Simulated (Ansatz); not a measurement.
C2H8GeO3 (`C[O][Ge]([CH3])([OH])[OH]`), relaxed with RKS PBE0-D4/def2-TZVP in the Gaussian-basis code of Ansatz from a GFN2-xTB geometry. The force threshold is 0.005 eV/Å; the program also tests the step.

Charge 0, multiplicity 1.

Start:

```xyz
14

C    -1.084   -1.930   -0.682
O    -0.945   -0.748    0.079
Ge    0.419    0.370    0.042
C    -0.247    2.033    0.863
O     0.985    0.544   -1.595
O     1.818   -0.341    0.853
H    -0.814   -1.768   -1.727
H    -2.133   -2.222   -0.622
H    -0.462   -2.733   -0.278
H    -0.846    2.575    0.141
H     0.585    2.657    1.173
H    -0.864    1.802    1.725
H     1.933    0.465   -1.692
H     1.656   -0.704    1.720
```

By how much does the energy fall, and how many steps does the optimiser take? (Best estimate.)

Ansatz gave: 1.82 kcal/mol, in 12 steps, 1 of them rejected.

Which bonds change most? (An estimate is asked.)

Ansatz gave: Ge3–C4 from 1.971 to 1.921 Å; Ge3–O5 from 1.741 to 1.766 Å; Ge3–O6 from 1.766 to 1.778 Å; C4–H10 from 1.084 to 1.090 Å.

Give the relaxed structure. (An estimate is asked.)

Ansatz gave: 
```xyz
14

C    -0.981   -1.866   -0.688
O    -1.033   -0.674    0.063
Ge    0.359    0.420    0.082
C    -0.229    2.073    0.865
O     0.991    0.671   -1.547
O     1.705   -0.394    0.910
H    -0.823   -1.668   -1.754
H    -1.938   -2.380   -0.571
H    -0.187   -2.538   -0.340
H    -0.915    2.572    0.180
H     0.629    2.719    1.050
H    -0.746    1.875    1.804
H     1.753    0.110   -1.713
H     1.416   -0.921    1.659
```
